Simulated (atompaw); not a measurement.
## What one change does to a pseudopotential (neodymium (Nd), PAW (atompaw))

| Quantity | Value |
| --- | --- |
| Element | Nd (Z = 60) |
| Generator | atompaw 4.2.0.5 |
| Type | PAW |
| Functional | PBE |
| Relativity | scalar-relativistic |
| Frozen core | [Kr] 4d10 |
| Valence charge | 14 |
| Reference configuration | 4f4 5s2 5p6 5d0 6s1.75 6p0.25 |
| Partial waves | 5s (bound): rc 2.55 bohr; 6s (bound): rc 2.90 bohr; 5p (bound): rc 3.00 bohr; 6p (bound): rc 2.80 bohr; 5d (bound, empty): rc 3.00 bohr; 5d channel at 1 Ry: rc 3.00 bohr; 4f (bound): rc 1.90 bohr; 4f channel at 0.55 Ry: rc 1.90 bohr |
| Local potential | troulliermartins scheme with l = 4 at 1 Ry, radius 2.80 bohr |
| Core correction | smooth core density matched at 2.30 bohr |
| Augmentation charge | sinc compensation charge, radius 2.20 bohr; PAW radius 3.00 bohr; waves and projectors: custom rrkj gramschmidtortho |

Change: waves 5s (bound); 6s (bound); 5p (bound); 6p (bound); 5d (bound); 5d channel at 1 Ry; 4f (bound); 4f channel at 0.55 Ry; augmentation sinc compensation charge, radius 2.20 bohr; PAW radius 3.00 bohr; waves and projectors: bloechl.

Cutoffs: the cutoffs (Ry, on a coarse ladder) from which the occupation-weighted sum of valence levels, in a spherical-Bessel basis at the reference potential, stays within 10 and 1 mRy of its value at 400 Ry; they do not see the model core or the augmentation charge, which bear on the density cutoff.

Q: What does the change do?

A: The potential gets softer (35 Ry and 55 Ry → 30 Ry and 35 Ry); the range in which the d phases agree widens (upper end 2.6 → at the end of the scan); the range in which the f phases agree narrows (upper end at the end of the scan → 1.5); neither file shows a bound ghost.

| quantity | base | changed |
| --- | --- | --- |
| cutoff, loose | 35 Ry | 30 Ry |
| cutoff, tight | 55 Ry | 35 Ry |
| loose cutoff by channel (10 mRy a level) | s 10 Ry, p 12 Ry, f 30 Ry | s 10 Ry, p 12 Ry, f 21 Ry |
| bound ghosts | none | none |
| s: phases at 3.01 bohr within 0.05 rad from the reference energy up to (Ry; the scan ends near 5) | 3.4 | 2.6 |
| p: phases at 3.01 bohr within 0.05 rad from the reference energy up to (Ry; the scan ends near 5) | to the end of the scan | 4.6 |
| d: phases at 3.01 bohr within 0.05 rad from the reference energy up to (Ry; the scan ends near 5) | 2.6 | to the end of the scan |
| f: phases at 3.01 bohr within 0.05 rad from the reference energy up to (Ry; the scan ends near 5) | to the end of the scan | 1.5 |
| lowest overlap eigenvalue by channel | s 0.08, p 0.09, d 0.34, f 0.47 | s 0.48, p 0.73, d 0.88, f 1.00 |

 The cutoffs see the waves, projectors and local potential, not the compensation charge or the core.
